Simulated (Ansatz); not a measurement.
This Ansatz (a program for electronic structure) input (CCSD(T)/def2-TZVPD) gives -54.51655 Eh with 37 basis functions.

Ansatz 0.2 input:
```yaml
crystal:
  periodic: [false, false, false]
  atoms:
    - {symbol: N, position_ang: [0.00000000, 0.00000000, 0.00000000]}
basis:
  gaussian:
    orbitals: def2-TZVPD
magnetization: {spin_polarized: true, initial_magnetization: 3}
correlation: {method: ccsd_t, electrons: outside_noble_gas}
scf: {lower_state_search: full}
```

Change:
```diff
- orbitals: def2-TZVPD
+ orbitals: aug-pcseg-3
```

### Question
What does the run give now?

### Answer
-54.52242 Eh (CCSD(T)/aug-pcseg-3, 85 functions), a change of -5.87 mEh.
